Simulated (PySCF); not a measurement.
## Ligand-field analysis of TiF3

TiF3: Ti(III) (d1), charge 0. The structure is a PBE0-D3(BJ)/def2-TZVP geometry optimised for multiplicity 2; coordination trigonal planar, point group D3h, metal–donor distances 1.77 Å.

```
4

Ti    0.0000    0.0000    0.0000
F     1.7697    0.0000    0.0000
F    -0.8849    1.5326    0.0000
F    -0.8848   -1.5326    0.0000
```

Method (PySCF 2.14, density fitting): CASSCF(1,5) with orbitals averaged over all microstates of the shell, strongly contracted NEVPT2 on the averaged canonical orbitals; basis x2c-TZVPall on the metal, x2c-SVPall elsewhere; spin-free X2C; gas phase; spin-orbit coupling by state interaction with the mean-field operator over all roots.

## Spin-free states

```tsv
2S+1	deg.	symmetry	free-ion term	CASSCF / cm⁻¹	NEVPT2 / cm⁻¹	f(ED)	occupations
2	1	2A1'	2D 1.00	0	0	–	1.0 0.0 0.0 0.0 0.0
2	2	2E''	2D 1.00	3426	5769	0	0.0 0.5 0.5 0.0 0.0
2	2	2E'	2D 1.00	20165	23369	1.3e-03	0.0 0.0 0.0 0.5 0.5
```

Energies are counted from the ground state at NEVPT2 level. Weights follow the labels. f(ED) is the electric-dipole oscillator strength from the ground state at the fixed geometry, without vibronic coupling; occupations, where given, run over the ligand-field orbitals from the lowest.

Ligand-field fit:



| orbital | CASSCF / cm⁻¹ | NEVPT2 / cm⁻¹ | metal share | main function |
| --- | --- | --- | --- | --- |
| 1 | 0 | 0 | 0.89 | z2 1.00 |
| 2 | 3426 | 5769 | 0.95 | degenerate set |
| 3 | 3426 | 5769 | 0.95 | degenerate set |
| 4 | 20165 | 23369 | 0.86 | degenerate set |
| 5 | 20165 | 23369 | 0.86 | degenerate set |

ζ = 120 cm⁻¹, against 152 for the free ion.

## Spin-orbit levels

```tsv
E / cm⁻¹	deg.	make-up	g (S′ = 1/2)
0.0	2	1.00 2A1'	1.89 1.89 2.00
5710.3	2	1.00 2E''	0.11 0.11 0.17
5838.3	2	1.00 2E''	0.00 0.00 3.83
23273.0	2	1.00 2E'	0.00 0.00 0.92
23473.0	2	1.00 2E'	0.00 0.00 4.92
```

Magnetism:

The ground doublet has g = 1.891, 1.891, 2.001. μeff is 1.76 μB at 300 K and 1.67 μB at 10 K; the spin-only value is 1.73 μB.

```json
{"T / K": "2", "χT / cm³ K mol⁻¹": "0.349", "μeff / μB": "1.67"}
{"T / K": "5", "χT / cm³ K mol⁻¹": "0.349", "μeff / μB": "1.67"}
{"T / K": "10", "χT / cm³ K mol⁻¹": "0.350", "μeff / μB": "1.67"}
{"T / K": "20", "χT / cm³ K mol⁻¹": "0.351", "μeff / μB": "1.68"}
{"T / K": "30", "χT / cm³ K mol⁻¹": "0.353", "μeff / μB": "1.68"}
{"T / K": "50", "χT / cm³ K mol⁻¹": "0.356", "μeff / μB": "1.69"}
{"T / K": "75", "χT / cm³ K mol⁻¹": "0.359", "μeff / μB": "1.69"}
{"T / K": "100", "χT / cm³ K mol⁻¹": "0.362", "μeff / μB": "1.70"}
{"T / K": "150", "χT / cm³ K mol⁻¹": "0.369", "μeff / μB": "1.72"}
{"T / K": "200", "χT / cm³ K mol⁻¹": "0.376", "μeff / μB": "1.73"}
{"T / K": "250", "χT / cm³ K mol⁻¹": "0.383", "μeff / μB": "1.75"}
{"T / K": "300", "χT / cm³ K mol⁻¹": "0.390", "μeff / μB": "1.76"}
```

Powder magnetisation at 2 K: 0.15 μB at 0.5 T, 0.30 μB at 1 T, 0.55 μB at 2 T, 0.72 μB at 3 T, 0.89 μB at 5 T, 0.94 μB at 7 T.

Measured g values: 1.881, 1.881, 1.990 (Munzarova, Kaupp, J. Phys. Chem. A 1999, 103, 9966 (reprinted in Munzarova's thesis, Stuttgart)), against 1.891, 1.891, 2.001 computed. The measured ion may have another shape than this geometry, to which g answers strongly.

NEVPT2 lifts 2E'' from 3426 to 5769 cm⁻¹; on the d shell alone such lifts tend to overshoot. NEVPT2 on the d shell alone tends to put d–d bands too high for such charged or covalently bound ions.

The job took 1.4 s on one thread of Intel Xeon 6975P-C (shared host), with 90 basis functions, launched as `OMP_NUM_THREADS=1 python lf_run.py task.json out`.
